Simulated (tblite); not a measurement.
Compound: C5H4ClF4 (doublet state).
Z-matrix (Å and degrees, GFN2-xTB geometry), rows numbered from 1:
```
F 
C   1  1.3429
C   2  1.3746  1  117.59
C   3  1.4898  2  122.52  1    -0.30
F   4  1.3459  3  113.02  2   -60.94
F   4  1.3440  3  113.33  2    59.84
F   4  1.3410  3  111.04  2   179.62
C   2  1.3848  1  117.07  3  -178.79
C   8  1.4669  2  123.40  1    -4.15
Cl  9  1.8195  8  107.36  2  -109.86
H   3  1.0743  2  120.89  1   179.78
H   8  1.0773  2  118.09  1  -179.34
H   9  1.0899  8  112.59  2   134.78
H   9  1.0885  8  112.97  2     7.81
```

Computed with GFN2-xTB (tblite): harmonic, unscaled wavenumbers at the GFN2-xTB geometry, gas phase. This tight-binding method is rough: wavenumbers can miss measured ones by several per cent, in bad cases by 10 to 20. One conformer, not necessarily the lowest. Open shells enter through the occupations alone, without spin polarisation, and single modes of such species can be off by tens of per cent.

Harmonic wavenumbers (cm⁻¹): 25.7, 32.2, 67.8, 99.3, 117.7, 229.8, 273.4, 307.9, 355.2, 391.5, 470.0, 491.3, 556.9, 578.3, 641.6, 652.7, 664.1, 737.2, 839.7, 872.7, 933.5, 1021.5, 1038.7, 1082.6, 1138.4, 1147.3, 1173.5, 1208.3, 1284.9, 1405.5, 1434.7, 1473.0, 2970.3, 3007.0, 3118.8, 3152.9.

A = 3006, B = 423.4, C = 416.9 MHz; mass 174.994 u (most abundant isotopes); point group C1, symmetry number 1; spin multiplicity 2.

What is the zero-point energy?

Half the sum of the wavenumbers: 17498 cm⁻¹ = 209.32 kJ/mol.

Give the ideal-gas entropy at 350 K and 1 bar in the rigid-rotor, harmonic-oscillator model (classical rotation).

Translation 176.60, rotation 130.80, vibration 165.52, spin (R ln 2) 5.76: S = 478.7 J/(mol K).

And Cp and H(350 K) − H(0)?

Cp = 177.48 J/(mol K), of which vibrations give 144.22 (their classical limit is 36 R = 299.3); H(350 K) − H(0) = 39.04 kJ/mol without the zero-point energy, 27.40 from vibrations.

Which modes carry the vibrational entropy at 350 K?

25.7 cm⁻¹: 27.01; 32.2 cm⁻¹: 25.13; 67.8 cm⁻¹: 18.96; 99.3 cm⁻¹: 15.82; 117.7 cm⁻¹: 14.43; 229.8 cm⁻¹: 9.09 J/(mol K); the other 30 give 55.07 together.

What must be added to the electronic energy to get the Gibbs energy at 350 K and 1 bar?

ZPE + [H(350 K) − H(0)] − T·S = 209.32 + 39.04 − 167.54 = 80.82 kJ/mol.

Hindered rotation and anharmonicity are outside this model. Other conformers, if any are populated, would add a mixing term that is left out. The structure is chiral; the term R ln 2 for an equal mix with its mirror image is left out.
